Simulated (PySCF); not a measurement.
Electron correlation in O (oxygen, neutral)

[He] 2s2 2p4, high-spin 3P determinant. Computed with PySCF 2.14 in def2-SVP (3s2p1d, 14 functions), with the non-relativistic Hamiltonian (point nucleus). Frozen: 1s2; 6 electrons correlated.

MP2 pair energies summed by pair of shells (mhartree):

```json
{"pair": "2p-2p", "energy": "-49.33", "share (%)": "48.7"}
{"pair": "2s-2p", "energy": "-44.41", "share (%)": "43.8"}
{"pair": "2s-2s", "energy": "-7.56", "share (%)": "7.5"}
```

Total MP2 correlation energy: -101.30 mhartree.

Same-spin part -25.84 and opposite-spin part -75.46 mhartree; SCS-MP2 scales them by 1/3 and 6/5 to -99.17 mhartree.

```csv
level,correlation energy (mhartree)
CCSD,-116.54
(T),-0.83
CCSD(T),-117.37
```

Diagnostics: T1 = 0.0034, D1 = 0.0067, largest double amplitude 0.054.

**Question.** Is a single reference adequate?

**Answer.** Yes: T1 lies below 0.03 and no double amplitude reaches 0.07.
